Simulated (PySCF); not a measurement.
Give a GFN2-xTB geometry of `FC(F)c1ccoc1[S-]`. (Charge -1.)

Z-matrix in Å and degrees, rows numbered from 1:
```
F 
C   1  1.3811
F   2  1.3811  1  102.70
C   2  1.4641  1  113.61  3  -123.16
C   4  1.4186  2  129.40  1    58.48
C   5  1.3548  4  106.38  2   179.98
O   6  1.3631  5  110.86  4     0.00
C   7  1.3612  6  107.45  5    -0.01
S   8  1.6746  4  129.67  2    -0.01
H   2  1.0993  1  107.59  3   113.36
H   5  1.0733  4  126.55  2    -0.01
H   6  1.0729  5  132.43  4   179.99
```

C8 (substituted aromatic carbon) is planar (angles 129.7°, 121.5° and 108.8°, sum 360.0°, 0.00 Å off the plane of its three neighbours). C6 (aromatic CH next to a ring oxygen) is planar (angles 132.4°, 116.7° and 110.9°, sum 360.0°, 0.00 Å off the plane of its three neighbours). The 5-membered ring C4–C5–C6–O7–C8 has internal angles of 106.4° to 110.9° (sum 540°, against 540° for a flat polygon); it is planar, 0.00 Å rms from its mean plane, widest ring torsion 0°. C5 (aromatic CH carbon) is planar (angles 127.1°, 126.6° and 106.4°, sum 360.0°, 0.00 Å off the plane of its three neighbours).

Computed geometry: GFN2-xTB, gas phase.

Point group: Cs (tolerance 0.08 Å). No GFN2-xTB frequencies stand behind this structure, so it isn't proved a minimum. Torsions: F1–C2–C4–C5 58°.

One conformer stands for the species.
